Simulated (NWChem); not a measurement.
System: CH5O2Sc; SMILES [CH3][Sc]([OH])[OH]

NWChem input:

```
start job
memory heap 200 mb stack 900 mb global 1100 mb
geometry units angstroms noautoz
  Sc    -0.006034    -0.086010     0.000365
  O      1.656479    -0.899907    -0.000053
  H      2.393545    -1.510368    -0.000528
  O     -1.640992    -0.954563    -0.000042
  H     -2.355245    -1.591533    -0.000286
  C     -0.027210     2.121050     0.000794
  H     -1.044073     2.552620     0.002119
  H      0.498602     2.534013    -0.881676
  H      0.501135     2.533705     0.881862
end
basis spherical
  * library def2-svp
end
dft
  xc optx lyp
  iterations 150
  mulliken
end
task dft energy
```

Structure relaxed at the PBE0/def2-SVP level. No frequency run checked for a minimum.

Problem. Predict the main results of this run. (OLYP/def2-SVP.) Quantities: energy (Ha); highest occupied level (eV); orbital gap (eV); dipole (D).

Solution. The energy (Ha) is -952.16 and the highest occupied level (eV) is -4.79. The orbital gap (eV) is 2.77 and the dipole (D) is 2.77.
